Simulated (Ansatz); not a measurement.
`C[C@H]1O[C@@H]1[SbH2]`, charge 0, multiplicity 1.

(1) Give a relaxed structure at PBE0-D4/def2-TZVP (Ansatz 0.2.0). (Best estimate.)

Results:

(1) Ansatz gave: 
```xyz
12

C     1.019    0.990   -1.152
C     0.610    0.073   -0.045
O     0.573    0.635    1.262
C    -0.656    0.229    0.669
Sb   -1.680   -1.384    1.681
H     2.102    1.134   -1.152
H     0.541    1.964   -1.040
H     0.735    0.568   -2.120
H     1.040   -0.928   -0.076
H    -1.297    1.058    0.369
H    -2.551   -1.836    0.277
H    -0.438   -2.503    1.326
```
This is one stationary point; other conformers may exist.
